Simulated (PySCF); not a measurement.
How the method moves the HOMO and LUMO of `C[Si@@H]1OC[C@H]1F`

C3H7FOSi.
Z-matrix (Å and degrees, PBE0-D3(BJ)/def2-SVP geometry), rows numbered from 1:
```
C 
Si  1  1.8610
O   2  1.6982  1  113.64
C   3  1.4331  2   94.64  1  -124.43
C   4  1.5421  3  102.11  2     6.09
F   5  1.3742  2  118.32  1  -130.62
H   1  1.1001  2  111.11  3    54.91
H   1  1.1012  2  111.04  3   176.23
H   1  1.1019  2  109.89  3   -64.66
H   2  1.4930  1  110.94  3   130.16
H   4  1.1045  3  111.74  2  -110.95
H   4  1.1035  3  110.10  2   128.23
H   5  1.1030  2  117.81  1     3.30
```

Basis pcSseg-1 throughout (PySCF), one geometry. Isolated species at its PBE0-D3(BJ)/def2-SVP geometry, gas phase.

Task: How do the orbital energies, the gap and the dipole change with the method?

Result: 
```
   method                    kind  HOMO (eV)  LUMO (eV)  gap (eV)  μ (D)  SCF cycles
     BLYP                     GGA      -6.20      -0.54      5.66   1.95          15
     OPBE                     GGA      -6.28      -0.49      5.79   1.94          16
      PBE                     GGA      -6.29      -0.69      5.61   1.95          15
    B97-D                     GGA      -6.35      -0.52      5.83   1.97          15
      LDA                     LDA      -6.40      -0.94      5.46   2.01          15
     BP86                     GGA      -6.42      -0.73      5.69   1.96          15
      KT2                     GGA      -6.43      -0.84      5.59   1.94          16
      KT3                     GGA      -6.47      -0.72      5.74   1.93          15
    B97-2           global hybrid      -7.56       0.23      7.80   2.04          13
    B3LYP           global hybrid      -7.59       0.01      7.60   2.03          14
     PBE0           global hybrid      -7.81       0.22      8.03   2.04          14
 mPW1PW91           global hybrid      -7.86       0.23      8.10   2.05          13
CAM-B3LYP  range-separated hybrid      -9.23       1.29     10.52   2.06          13
BHandHLYP           global hybrid      -9.23       1.18     10.41   2.12          12
  wB97X-D  range-separated hybrid      -9.73       2.05     11.78   2.06          14
  LC-wPBE  range-separated hybrid     -10.55       2.50     13.05   2.06          14
       HF            Hartree–Fock     -11.31       3.62     14.93   2.21          10
```

The HOMO spans 5.11 eV, from BLYP down to HF, and the gap runs from 5.46 eV (LDA) to 14.93 eV (HF). Over the methods BLYP (0 %), OPBE (0 %), PBE (0 %), B97-D (0 %), LDA (0 %), BP86 (0 %), KT2 (0 %), KT3 (0 %), B97-2 (21 %), B3LYP (20 %), PBE0 (25 %), mPW1PW91 (25 %), BHandHLYP (50 %), HF (100 %), a straight line through the gap against the share of exact exchange rises by 0.93 eV for each 10 % (correlation coefficient 0.999). The dipole ranges from 1.93 D (KT3) to 2.21 D (HF). This basis has no diffuse functions.
